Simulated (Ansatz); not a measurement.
`FB(F)[SeH]` + H₂ → H₂Se + `FBF` at 298.15 K and 1 bar (hydrogenolysis of the Se–B bond).

Gas-phase electronic energies from Ansatz, PBE0-D4/def2-TZVP geometries. CCSD(T)/CBS is the MP2 limit (def2-TZVPP, def2-QZVPP) plus CCSD(T) − MP2 in def2-TZVPP, frozen cores. This one scheme is used for every species. For Se outer-core shells are correlated without core-valence functions, which leaves a few kJ/mol of doubt a bond. Scalar relativity is left out up to krypton. Each species was taken in one conformer, which may not be the lowest.

| species | CCSD(T)/CBS energy (Eh) | H − E (kJ/mol) | S (J/(mol·K)) |
| --- | --- | --- | --- |
| `FB(F)[SeH]` | -2625.82827 | 61.9 | 301.9 |
| H₂ | -1.17544 | 35.1 | 130.4 |
| H₂Se | -2401.89790 | 45.8 | 219.1 |
| `FBF` | -225.09427 | 57.8 | 244.5 |

H − E and S are ideal-gas, rigid-rotor, harmonic terms from PBE0-D4/def2-TZVP, for one conformer and one mirror image of each species. The MP2-based limit puts H₂ 0.8 mEh under its directly extrapolated value; such offsets cancel only in part. 1 Eh = 2625.50 kJ/mol, R = 8.31446 J/(mol·K).

**Question.** By hand: ΔE, ΔH, ΔS and ΔG.

**Answer.** ΔE = (-2401.89790) + (-225.09427) − (-2625.82827) − (-1.17544) = 0.01154 Eh = 30.3 kJ/mol. Δ(H − E) = 45.8 + 57.8 − 61.9 − 35.1 = 6.6, so ΔH = 36.9 kJ/mol. ΔS = 219.1 + 244.5 − 301.9 − 130.4 = 31.3 J/(mol·K). ΔG = 36.9 − 298.15 × (31.3)/1000 = 27.6 kJ/mol.

**Question.** By hand: the equilibrium constant, and the temperature at which ΔG would vanish if ΔH and ΔS stayed fixed.

**Answer.** log₁₀ K = −ΔG/(RT ln 10) = -4.8. ΔG = 0 at ΔH/ΔS = 1179 K.

ΔH outweighs TΔS. A doubt of 5 kJ/mol in ΔE shifts log₁₀ K by 0.9 here. Other conformers and mirror images would add mixing entropy, several J/(mol·K) or more a flexible species. These are equilibria of isolated gas molecules and say nothing of rates. Largest T1 diagnostic: 0.013 (customary marks: 0.02 for closed shells, 0.045 for open ones).
